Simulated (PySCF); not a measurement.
Basis-set dependence of BiF⁺ at CCSD(T)

PySCF, UHF reference; doublet, unpaired electrons π ↑; De to Bi⁺ + F without counterpoise correction. Frozen cores follow the default of each basis and core potential.

```tsv
basis	relativity	functions	Re (Å)	ωe (cm⁻¹)	De (eV)	frozen orbitals
cc-pVDZ-PP/cc-pVDZ	scalar-relativistic core potentials	37	1.997	643	n/a	5
def2-SVP	scalar-relativistic core potentials	40	1.991	646	n/a	5
def2-SVPD	scalar-relativistic core potentials	55	1.999	631	n/a	5
```

Q: How does each smaller set differ from the one with most functions, def2-SVPD?

A: cc-pVDZ-PP/cc-pVDZ: -0.2 pm, +1.9 % in ωe; def2-SVP: -0.8 pm, +2.4 % in ωe. All at CCSD(T); the set with most functions is neither the basis-set limit nor always the best.

Correlated steps freeze 5 core orbitals. Spin–orbit coupling is left out, which matters for elements this heavy, above all for dissociation energies. The state is the lowest determinant that a PBE0 search found; another state may lie lower at other levels.
